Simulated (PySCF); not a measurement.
Input of a run (PBE0-D3(BJ)/def2-SVP geometry optimisation, gas phase (PySCF 2.14.0)), started from GFN2-xTB:
```
{"job": {"xc": "PBE0", "basis": "def2-SVP", "d3": "d3bj", "grid": 1, "kind": "geom"}, "charge": 0, "multiplicity": 1}
C     -1.507199    -0.696126     0.012358
C     -1.496022     0.715182    -0.077169
C     -0.330056     1.422317    -0.096918
C      0.888155     0.715113    -0.028404
N      2.101456     1.256591    -0.038072
Se     3.291182    -0.021530     0.063785
N      2.081465    -1.283793     0.118204
C      0.876880    -0.726192     0.060587
C     -0.352063    -1.417722     0.081640
H     -2.459885    -1.204563     0.026430
H     -2.440308     1.236407    -0.130029
H     -0.309729     2.498551    -0.162309
H     -0.348264    -2.493748     0.152170
```

Output (energies in Eh, forces in Eh/bohr):
```
step   0  E = -2740.86748266  max force = 0.022570
step   1  E = -2740.87047704  max force = 0.003520
step   2  E = -2740.87049448  max force = 0.004268
step   3  E = -2740.87054246  max force = 0.000657
step   4  E = -2740.87054133  max force = 0.000894
step   5  E = -2740.87054526  max force = 0.000299
optimisation converged
```

Summarise the run.

The energy falls by 8.0 kJ/mol over 6 energy and gradient evaluations, the largest force component goes from 0.0226 to 3.0e-04 Eh/bohr, and the atoms move by 0.022 Å rms after alignment. Among the bonds, N5–Se6 and Se6–N7 change most and about equally (+0.027 Å). Bonds longer at the end by more than 0.005 Å: 10 of 14; shorter: 0. Among the angles that change most is C4–N5–Se6, from 108.8° to 106.7°. The energy rose by more than 1e-6 Eh at step 4. The first step brought 98 % of the lowering.

What are the final bond lengths?

C1–C2 1.433 Å, C2–C3 1.366 Å, C3–C4 1.430 Å, C4–N5 1.324 Å, N5–Se6 1.776 Å, Se6–N7 1.776 Å, N7–C8 1.324 Å, C8–C9 1.430 Å, C1–C9 1.366 Å, C4–C8 1.462 Å, C1–H10 1.093 Å, C2–H11 1.093 Å, C3–H12 1.091 Å, C9–H13 1.091 Å. Numbering counts from 1 in the input's order; the species is 2,1,3-benzoselenadiazole (`n1[se]nc2ccccc21`).

The run used 164 basis functions and 44 SCF cycles in all. On Arm Neoverse V1, one thread, no GPU, on a shared host, this took 89 s of wall time.

Not checked by PBE0-D3(BJ)/def2-SVP frequencies.
